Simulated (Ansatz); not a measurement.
Job for Ansatz (a first-principles code): U-B3LYP/def2-TZVPP on stibine (SMILES [SbH3]), a point of a bond scan (R = 1.885 Å). Elements past Kr take the def2 small-core potentials; no spin–orbit coupling.

Ansatz 0.2 input:
```yaml
crystal:
  periodic: [false, false, false]
  atoms:
    - {symbol: Sb, position_ang: [0.00013491, -0.00052872, 0.05360827]}
    - {symbol: H, position_ang: [-0.99411869, -1.19170522, -1.01719143]}
    - {symbol: H, position_ang: [-0.49764804, 1.33580031, -0.89700800]}
    - {symbol: H, position_ang: [1.39449968, -0.22541911, -0.91716752]}
basis:
  gaussian:
    orbitals: def2-TZVPP
hamiltonian:
  xc: {name: B3LYP}
magnetization: {spin_polarized: true, initial_magnetization: 0}
```

The log:

```
WARN ansatz: RAYON_NUM_THREADS=1 ignored (pool sized by the plan → 1); use --threads N
Functional definition: B3LYP
integrals: 0.02 GiB planned
613 factors; their error is unknown
mean field: 0.26 GiB planned
mean field evaluation 1: about -6587.7421 eV, gradient 7.0e0 eV
mean field evaluation 2: about -6587.8750 eV, gradient 6.2e0 eV
mean field evaluation 4: about -6588.0819 eV, gradient 2.4e-1 eV
mean field evaluation 8: about -6588.2239 eV, gradient 5.9e-2 eV
mean field -6588.22393791 eV, -242.1127640596 hartree, gradient 2.0e-5 eV, S^2 0.000000; 0 other end points of the search recorded, 0 dependent functions left out
reference -6588.22415285 eV, -242.1127719583 hartree; 13, 13 occupied and 79, 79 virtual orbitals, 613 factors
Total energy: -6588.22415285 eV, -242.1127719583 hartree
```

Self-consistency was reached.

Cost: roughly 2.0 core-seconds.
